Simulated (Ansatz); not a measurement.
Start from `CNB(F)[SiH2]Cl` and change one atom or group to get `CNB(F)S`.

Ansatz, PBE0-D4/def2-TZVP geometries, multiplicity 1. Each molecule was computed in one conformer, which needn't be the lowest.

```tsv
property	`CNB(F)[SiH2]Cl`
HOMO–LUMO gap (PBE0/def2-TZVPP) / eV	7.79
HOMO energy (PBE/def2-TZVPP) / eV	-6.76
size of the dipole moment (ωB97M-V/def2-TZVPP) / D	2.05
HOMO energy (ωB97M-V/def2-TZVPP) / eV	-10.34
HOMO–LUMO gap (ωB97M-V/def2-TZVPP) / eV	11.94
LUMO energy (PBE0/def2-TZVPP) / eV	-0.32
```

Task: What does the change do to each property? (Best estimate.)

Result: The calculation gave: 
```
                                          property  `CNB(F)S`  shift
              HOMO–LUMO gap (PBE0/def2-TZVPP) / eV       7.62  -0.17
                 HOMO energy (PBE/def2-TZVPP) / eV      -5.82   0.94
size of the dipole moment (ωB97M-V/def2-TZVPP) / D       1.84  -0.21
             HOMO energy (ωB97M-V/def2-TZVPP) / eV      -9.29   1.05
           HOMO–LUMO gap (ωB97M-V/def2-TZVPP) / eV      11.33  -0.61
                LUMO energy (PBE0/def2-TZVPP) / eV       0.54   0.86
```

With PBE0 the HOMO rises by 1.02 eV and the LUMO rises by 0.86 eV, so the gap narrows by about 0.16 eV. PBE moves the HOMO by 0.94 eV and ωB97M-V by 1.05 eV. Dipoles are sizes alone; their direction can turn.
